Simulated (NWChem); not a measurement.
System: C₃H₉BeN; SMILES C[CH](C)[Be][NH2]

NWChem input:

```
start job
memory heap 200 mb stack 900 mb global 1100 mb
geometry units angstroms noautosym nocenter noautoz
  Be     0.045827     1.082273    -0.151966
  C     -0.009596    -0.605195    -0.392421
  C     -1.320369    -1.227022     0.142917
  C      1.211119    -1.346623     0.195533
  H      0.001347    -0.775411    -1.482894
  H     -1.363258    -2.310007    -0.052217
  H     -1.416448    -1.099305     1.229913
  H     -2.211949    -0.780838    -0.316771
  H      2.158787    -0.988506    -0.227354
  H      1.159629    -2.429904     0.003472
  H      1.275426    -1.220508     1.284750
  N      0.080920     2.573113     0.063901
  H     -0.660276     3.121715     0.482950
  H      0.849838     3.183957    -0.184156
end
basis spherical
  * library 6-311g**
end
dft
  xc b3lyp
  iterations 150
end
property
  shielding
  efieldgrad
end
task dft property
```

Parts of the log:

```
             Northwest Computational Chemistry Package (NWChem) 7.3.0
             --------------------------------------------------------

                             Geometry "geometry" -> ""
                             -------------------------

 Output coordinates in angstroms (scale by  1.889725989 to convert to a.u.)

  No.       Tag          Charge          X              Y              Z
 ---- ---------------- ---------- -------------- -------------- --------------
    1 Be                   4.0000     0.04582700     1.08227300    -0.15196600
    2 C                    6.0000    -0.00959600    -0.60519500    -0.39242100
    3 C                    6.0000    -1.32036900    -1.22702200     0.14291700
    4 C                    6.0000     1.21111900    -1.34662300     0.19553300
    5 H                    1.0000     0.00134700    -0.77541100    -1.48289400
    6 H                    1.0000    -1.36325800    -2.31000700    -0.05221700
    7 H                    1.0000    -1.41644800    -1.09930500     1.22991300
    8 H                    1.0000    -2.21194900    -0.78083800    -0.31677100
    9 H                    1.0000     2.15878700    -0.98850600    -0.22735400
   10 H                    1.0000     1.15962900    -2.42990400     0.00347200
   11 H                    1.0000     1.27542600    -1.22050800     1.28475000
   12 N                    7.0000     0.08092000     2.57311300     0.06390100
   13 H                    1.0000    -0.66027600     3.12171500     0.48295000
   14 H                    1.0000     0.84983800     3.18395700    -0.18415600

 Effective nuclear repulsion energy (a.u.)     145.6091587951

                              NWChem Property Module
                              ----------------------

  itol2e modified to match energy
  convergence criterion.

                                 NWChem DFT Module
                                 -----------------

 Summary of "ao basis" -> "ao basis" (spherical)
 ------------------------------------------------------------------------------
       Tag                 Description            Shells   Functions and Types
 ---------------- ------------------------------  ------  ---------------------
 Be                         6-311g**                 8       18   4s3p1d
 C                          6-311g**                 8       18   4s3p1d
 H                          6-311g**                 4        6   3s1p
 N                          6-311g**                 8       18   4s3p1d

  itol2e modified to match energy
  convergence criterion.

            General Information
            -------------------
          SCF calculation type: DFT
          Wavefunction type:  closed shell.
          No. of atoms     :    14
          No. of electrons :    38
           Alpha electrons :    19
            Beta electrons :    19
          Charge           :     0
          Spin multiplicity:     1
          Use of symmetry is: off; symmetry adaption is: off
          Maximum number of iterations: 150
          AO basis - number of functions:   144
                     number of shells:    76
          Convergence on energy requested:  1.00D-07
          Convergence on density requested:  1.00D-05
          Convergence on gradient requested:  5.00D-04

              XC Information
              --------------
                         B3LYP Method XC Potential
                     Hartree-Fock (Exact) Exchange  0.200
                        Slater Exchange Functional  0.800 local
                    Becke 1988 Exchange Functional  0.720 non-local
              Lee-Yang-Parr Correlation Functional  0.810
                  VWN I RPA Correlation Functional  0.190 local

             Grid Information
             ----------------
          Grid used for XC integration:  fine
          Radial quadrature: Mura-Knowles
          Angular quadrature: Lebedev.
          Tag              B.-S. Rad. Rad. Pts. Rad. Cut. Ang. Pts.
          ---              ---------- --------- --------- ---------
          Be                  1.05       70          11.0       590
          C                   0.70       70          13.0       590
          H                   0.35       60          14.0       590
          N                   0.65       70          13.0       590
          Grid pruning is: on
          Number of quadrature shells:   890
          Spatial weights used:  Erf1

      Superposition of Atomic Density Guess
      -------------------------------------

 Sum of atomic energies:        -186.38249541

      Non-variational initial energy
      ------------------------------

 Total energy =    -189.282984
 1-e energy   =    -536.381669
 2-e energy   =     201.489526
 HOMO         =      -0.329584
 LUMO         =       0.001682

   convergence    iter        energy       DeltaE   RMS-Dens  Diis-err
 ---------------- ----- ----------------- --------- --------- ---------
 d= 0,ls=0.0,diis     1   -189.2613479705 -3.35D+02  5.56D-03  7.84D-01
 d= 0,ls=0.0,diis     2   -189.2696943148 -8.35D-03  3.20D-03  6.48D-01
 d= 0,ls=0.0,diis     3   -189.3283361667 -5.86D-02  9.07D-04  1.33D-01
 d= 0,ls=0.0,diis     4   -189.3416695354 -1.33D-02  2.31D-04  1.33D-03
 d= 0,ls=0.0,diis     5   -189.3417949120 -1.25D-04  7.83D-05  3.33D-04
  Resetting Diis
 d= 0,ls=0.0,diis     6   -189.3418379227 -4.30D-05  1.58D-05  9.20D-06
 d= 0,ls=0.0,diis     7   -189.3418390525 -1.13D-06  5.71D-06  3.43D-07
 d= 0,ls=0.0,diis     8   -189.3418390304  2.21D-08  2.55D-06  5.47D-07

         Total DFT energy =     -189.341839030382
      One electron energy =     -542.431157023816
           Coulomb energy =      237.012700376950
    Exchange-Corr. energy =      -29.532541178658
 Nuclear repulsion energy =      145.609158795142

 Numeric. integr. density =       38.000005209709

                       DFT Final Molecular Orbital Analysis
                       ------------------------------------

[...]

          -----------------------------------------
          Chemical Shielding Tensors (GIAO, in ppm)
          -----------------------------------------

                                NWChem CPHF Module
                                ------------------

  scftype          =     RHF
  nclosed          =       19
  nopen            =        0
  variables        =     2375
  # of vectors     =        3
  tolerance        = 0.10D-03
  level shift      = 0.00D+00
  max iterations   =       50
  max subspace     =       30

 SCF residual:    1.7632846805626750E-004

Iterative solution of linear equations
  No. of variables     2375
  No. of equations        3
  Maximum subspace       30
        Iterations       50
       Convergence  1.0D-04

   iter   nsub   residual    time
   ----  ------  --------  ---------
     1      3    2.88D-01     123.6
     2      6    1.25D-02     140.6
     3      9    1.21D-03     158.2
     4     12    4.87D-05     175.9

      Atom:    1  Be
        Diamagnetic
    138.3878      0.9167     -1.2752
      0.9167    162.2464      2.8873
     -1.2752      2.8873    135.2975

        Paramagnetic
    -78.0282      1.6135      0.5283
      1.6135    -13.5115      9.3491
      0.5283      9.3491    -76.3245

        Total Shielding Tensor
     60.3597      2.5302     -0.7468
      2.5302    148.7349     12.2364
     -0.7468     12.2364     58.9730

           isotropic =      89.3559
          anisotropy =      91.6225

          Principal Components and Axis System
                 1           2           3
              150.4375     60.6448     56.9853

      1         0.0267      0.9507      0.3089
      2         0.9908      0.0157     -0.1341
      3         0.1323     -0.3097      0.9416

      Atom:    2  C
        Diamagnetic
    247.3746     -0.2875     -0.0035
     -0.2875    244.1873     -1.9474
     -0.0035     -1.9474    234.9174

        Paramagnetic
    -72.5613     -0.4442     -2.3153
     -0.4442    -75.5511     -5.0890
     -2.3153     -5.0890    -61.7717

        Total Shielding Tensor
    174.8133     -0.7317     -2.3188
     -0.7317    168.6363     -7.0365
     -2.3188     -7.0365    173.1456

           isotropic =     172.1984
          anisotropy =       9.9498

          Principal Components and Axis System
                 1           2           3
              178.8316    174.5947    163.1689

      1        -0.3570      0.9189      0.1677
      2        -0.5131     -0.3429      0.7868
      3         0.7806      0.1949      0.5939

      Atom:    3  C
        Diamagnetic
    252.2485      4.3183     -3.4844
      4.3183    243.8501     -1.7921
     -3.4844     -1.7921    242.6404

        Paramagnetic
    -72.1951      4.6437     -3.7780
      4.6437    -86.4514     -3.9109
     -3.7780     -3.9109    -92.3422

        Total Shielding Tensor
    180.0534      8.9620     -7.2624
      8.9620    157.3987     -5.7030
     -7.2624     -5.7030    150.2982

           isotropic =     162.5834
          anisotropy =      34.1692

          Principal Components and Axis System
                 1           2           3
              185.3629    155.4257    146.9617

      1         0.9081     -0.4102      0.0841
      2         0.3407      0.8405      0.4212
      3        -0.2435     -0.3539      0.9030

      Atom:    4  C
        Diamagnetic
    251.1364     -4.9120      3.5273
     -4.9120    244.7015     -2.3712
      3.5273     -2.3712    242.8438

        Paramagnetic
    -75.5662     -6.1534      5.5385
     -6.1534    -85.2235     -3.7660
      5.5385     -3.7660    -92.9345

        Total Shielding Tensor
    175.5701    -11.0654      9.0658
    -11.0654    159.4779     -6.1372
      9.0658     -6.1372    149.9093

           isotropic =     161.6525
          anisotropy =      34.4396

          Principal Components and Axis System
                 1           2           3
              184.6122    154.0585    146.2867

      1         0.8442      0.5033     -0.1843
      2        -0.4447      0.8497      0.2832
      3         0.2992     -0.1571      0.9412

      Atom:    5  H
        Diamagnetic
     25.6381     -0.0256     -0.2843
     -0.0256     25.3408      1.7948
     -0.2843      1.7948     37.8502

        Paramagnetic
      4.7525     -0.2310      0.2100
     -0.2310      1.9679     -2.1878
      0.2100     -2.1878     -1.3908

        Total Shielding Tensor
     30.3906     -0.2566     -0.0743
     -0.2566     27.3087     -0.3930
     -0.0743     -0.3930     36.4594

           isotropic =      31.3863
          anisotropy =       7.6360

          Principal Components and Axis System
                 1           2           3
               36.4769     30.4116     27.2703

      1        -0.0104      0.9965      0.0829
      2        -0.0425     -0.0833      0.9956
      3         0.9990      0.0068      0.0433

      Atom:    6  H
        Diamagnetic
     27.3756      3.3781     -0.3605
      3.3781     37.7859      1.5452
     -0.3605      1.5452     23.8709

        Paramagnetic
      2.2726     -0.1454      0.1828
     -0.1454     -2.8975     -0.6924
      0.1828     -0.6924      3.8392

        Total Shielding Tensor
     29.6482      3.2326     -0.1776
      3.2326     34.8884      0.8528
     -0.1776      0.8528     27.7102

           isotropic =      30.7489
          anisotropy =       8.6033

          Principal Components and Axis System
                 1           2           3
               36.4844     28.4533     27.3090

      1         0.4245      0.7743      0.4694
      2         0.9020     -0.3163     -0.2939
      3         0.0791     -0.5481      0.8327

      Atom:    7  H
        Diamagnetic
     27.7531      1.0067     -3.9492
      1.0067     25.0952      0.2428
     -3.9492      0.2428     37.3589

        Paramagnetic
      2.3196     -0.1605      0.6836
     -0.1605      3.4860     -0.1398
      0.6836     -0.1398     -3.0710

        Total Shielding Tensor
     30.0727      0.8462     -3.2656
      0.8462     28.5812      0.1030
     -3.2656      0.1030     34.2879

           isotropic =      30.9806
          anisotropy =       7.6496

          Principal Components and Axis System
                 1           2           3
               36.0803     29.2342     27.6273

      1        -0.4817      0.5486      0.6834
      2        -0.0423      0.7643     -0.6434
      3         0.8753      0.3389      0.3450

      Atom:    8  H
        Diamagnetic
     37.7785     -2.6617      3.7700
     -2.6617     26.8533     -1.9228
      3.7700     -1.9228     25.9350

        Paramagnetic
     -1.5031      1.8976     -2.1213
      1.8976      1.5684      0.8832
     -2.1213      0.8832      1.2172

        Total Shielding Tensor
     36.2754     -0.7641      1.6487
     -0.7641     28.4217     -1.0396
      1.6487     -1.0396     27.1521

           isotropic =      30.6164
          anisotropy =       9.0812

          Principal Components and Axis System
                 1           2           3
               36.6705     28.7358     26.4428

      1         0.9768      0.1791     -0.1173
      2        -0.1134      0.8976      0.4260
      3         0.1816     -0.4028      0.8971

      Atom:    9  H
        Diamagnetic
     38.5153      1.6477     -3.5302
      1.6477     26.3984     -1.5466
     -3.5302     -1.5466     25.5779

        Paramagnetic
     -2.0698     -1.6390      2.3283
     -1.6390      1.9204      0.7286
      2.3283      0.7286      1.4943

        Total Shielding Tensor
     36.4455      0.0087     -1.2018
      0.0087     28.3188     -0.8181
     -1.2018     -0.8181     27.0722

           isotropic =      30.6122
          anisotropy =       8.9797

          Principal Components and Axis System
                 1           2           3
               36.5986     28.6888     26.5491

      1         0.9919     -0.0648      0.1092
      2         0.0135      0.9090      0.4166
      3        -0.1263     -0.4118      0.9025

      Atom:   10  H
        Diamagnetic
     26.8289     -2.3916      0.5610
     -2.3916     38.3555      1.3306
      0.5610      1.3306     23.9000

        Paramagnetic
      2.3003     -0.3455     -0.1186
     -0.3455     -2.8720     -0.5914
     -0.1186     -0.5914      3.8343

        Total Shielding Tensor
     29.1292     -2.7371      0.4424
     -2.7371     35.4834      0.7392
      0.4424      0.7392     27.7343

           isotropic =      30.7823
          anisotropy =       8.6262

          Principal Components and Axis System
                 1           2           3
               36.5331     28.6085     27.2053

      1        -0.3429      0.7679     -0.5411
      2         0.9374      0.2419     -0.2506
      3         0.0615      0.5932      0.8027

      Atom:   11  H
        Diamagnetic
     27.2221     -1.2562      3.4472
     -1.2562     25.2128     -0.1014
      3.4472     -0.1014     37.5040

        Paramagnetic
      2.3694      0.3538     -0.2335
      0.3538      3.4460     -0.0036
     -0.2335     -0.0036     -3.1164

        Total Shielding Tensor
     29.5915     -0.9024      3.2137
     -0.9024     28.6587     -0.1049
      3.2137     -0.1049     34.3876

           isotropic =      30.8793
          anisotropy =       7.7311

          Principal Components and Axis System
                 1           2           3
               36.0334     29.1259     27.4786

      1         0.4530     -0.4659      0.7601
      2        -0.0681      0.8320      0.5505
      3         0.8889      0.3011     -0.3452

[...]
```

Level: B3LYP/6-311G** (spherical d), GIAO. All runs use the structure optimised with B3LYP/6-31G* (spherical d). NWChem prints the field gradient with the sign opposite to the second derivative of the potential. The printed shielding anisotropy is the first printed principal value minus the mean of the other two.
